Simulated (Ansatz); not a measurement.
Calculated with Ansatz (gas phase, PBE0-D4/def2-TZVP geometries, no zero-point term in ΔE). CCSD(T)/CBS is the MP2 limit (def2-TZVPP, def2-QZVPP) plus CCSD(T) − MP2 in def2-TZVPP, frozen cores. This one scheme is used for every species. Functionals use def2-TZVPP. Each species was taken in one conformer, which may not be the lowest.

Consider the ligand exchange at the Si–S bond: `C=CS[Si](F)(F)F` + H–F → `F[Si](F)(F)F` + `C=CS`.

`C=CS[Si](F)(F)F`:

```xyz
10

C    -0.143    1.286   -1.285
C    -0.867    0.914   -0.242
S    -0.189    0.685    1.393
Si    0.549   -1.232    1.039
F     1.694   -1.266   -0.043
F     1.143   -1.794    2.384
F    -0.561   -2.228    0.531
H    -0.614    1.433   -2.251
H     0.926    1.448   -1.213
H    -1.937    0.754   -0.312
```

H–F:

```xyz
2

F    -0.068    0.431   -0.145
H     0.068   -0.431    0.145
```

`F[Si](F)(F)F`:

```xyz
5

F    -0.903    1.274   -0.046
Si    0.000    0.000    0.000
F    -0.634   -1.119   -0.886
F     0.115   -0.504    1.474
F     1.422    0.350   -0.542
```

`C=CS`:

Z-matrix (Å, degrees):
```
C
C 1 1.327
H 1 1.082 2 120.2
H 1 1.084 2 122.3 3 -180.0
S 2 1.751 1 123.6 3 179.8
H 2 1.084 1 120.9 3 -0.0
H 5 1.340 2 96.7 1 179.1
```

| level | ΔE (kcal/mol) |
| --- | --- |
| PBE | -21.2 |
| r2SCAN | -23.7 |
| SCS-MP2/def2-TZVPP | -23.8 |
| CCSD/CBS(def2) | -23.1 |

Question: What does CCSD(T)/CBS give? (Best estimate.)

Answer: Ansatz gave: -21.9 kcal/mol. The listed levels differ from it by 0.7, -1.8, -1.9, -1.2 kcal/mol.

Largest T1 diagnostic among the species: 0.012.

The D4 term adds +3.7 kcal/mol with B3LYP and +2.0 kcal/mol with PBE0; it sums over pairs of atoms, weighted by their polarisabilities, and B3LYP, whose exchange is more repulsive, gets the larger term. In def2-TZVPP, CCSD(T) changes the Hartree–Fock value by +6.1 kcal/mol (the triples alone add +1.2 kcal/mol) and MP2 by +7.2 kcal/mol.

B3LYP here is the variant with VWN-RPA as its local correlation; programs differ in this.
